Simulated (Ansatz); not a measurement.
Reaction (ligand exchange at a Zn–Br bond): `[ZnH][Br]` + dimethylamine → `C[N](C)[ZnH]` + HBr

Computed with Ansatz on PBE0-D4/def2-TZVP structures; ΔE is electronic, products minus reactants. CCSD(T)/CBS is the MP2 limit (def2-TZVPP, def2-QZVPP) plus CCSD(T) − MP2 in def2-TZVPP, frozen cores. DFT in def2-TZVPP. For Br, Zn outer-core shells are correlated without core-valence functions, which leaves a few kJ/mol of doubt a bond. Scalar relativity is left out up to krypton.

| level | ΔE (eV) |
| --- | --- |
| r2SCANh-D4 | 1.57 |
| BHLYP-D4 | 1.68 |
| CAM-B3LYP-D4 | 1.52 |
| PBE-QIDH | 1.61 |
| PBE0 | 1.61 |
| r2SCANh | 1.58 |
| CCSD/def2-SVP | 1.54 |
| CCSD(T)/def2-SVP | 1.50 |

(1) What does CCSD(T)/CBS give? (Estimate.)

Largest T1 diagnostic among the species: 0.015.

Answers

(1) Computed: +1.56 eV. The listed levels differ from it by 0.01, 0.12, -0.04, 0.05, 0.05, 0.02, -0.02, -0.06 eV.

From r2SCAN to r2SCAN0 (25 % exact exchange), in def2-TZVPP and without D4, ΔE moves by +0.11 eV. In def2-TZVPP, CCSD(T) changes the Hartree–Fock value by −0.51 eV (the triples alone add −0.07 eV) and MP2 by −0.55 eV. At CCSD(T), def2-SVP lies −0.06 eV from the extrapolated value and def2-TZVPP −0.08 eV.
